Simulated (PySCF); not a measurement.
Zr: ionisation energy

Zr [Kr] 4d2 5s2 (3F) → Zr⁺ [Kr] 4d2 5s1 (4F), as a difference of total energies. Calculation: PySCF 2.14, in def2-QZVPPD with the def2 core potential (28 electrons) (7s5p4d3f2g, 81 functions); scalar relativity through the core potential. Correlated levels: valence: 4s2 4p6 frozen; valence and next inner shell: nothing frozen outside the core potential. The calculations carry no spin-orbit coupling.

```json
{"method": "UHF", "ionisation energy (eV)": "5.188"}
{"method": "LDA", "ionisation energy (eV)": "6.732"}
{"method": "PBE", "ionisation energy (eV)": "6.434"}
{"method": "PBE0", "ionisation energy (eV)": "6.292"}
{"method": "r2SCAN", "ionisation energy (eV)": "6.141"}
{"method": "HSE06", "ionisation energy (eV)": "6.308"}
{"method": "B3LYP", "ionisation energy (eV)": "6.604"}
{"method": "M06", "ionisation energy (eV)": "7.087"}
{"method": "M06-L", "ionisation energy (eV)": "6.790"}
{"method": "MP2 (valence)", "ionisation energy (eV)": "6.115"}
{"method": "SCS-MP2 (valence)", "ionisation energy (eV)": "6.310"}
{"method": "MP2 (valence and next inner shell)", "ionisation energy (eV)": "6.393"}
{"method": "SCS-MP2 (valence and next inner shell)", "ionisation energy (eV)": "6.492"}
```

Errors of the correlated levels include the incompleteness of this basis and the frozen core.

Question: Which method comes closest to the reference value, and which is furthest?

Answer: The reference is 6.639 eV (measured; NIST levels, between the centres of gravity of the two terms). Closest: B3LYP (error -0.035 eV); furthest: UHF (error -1.451 eV).
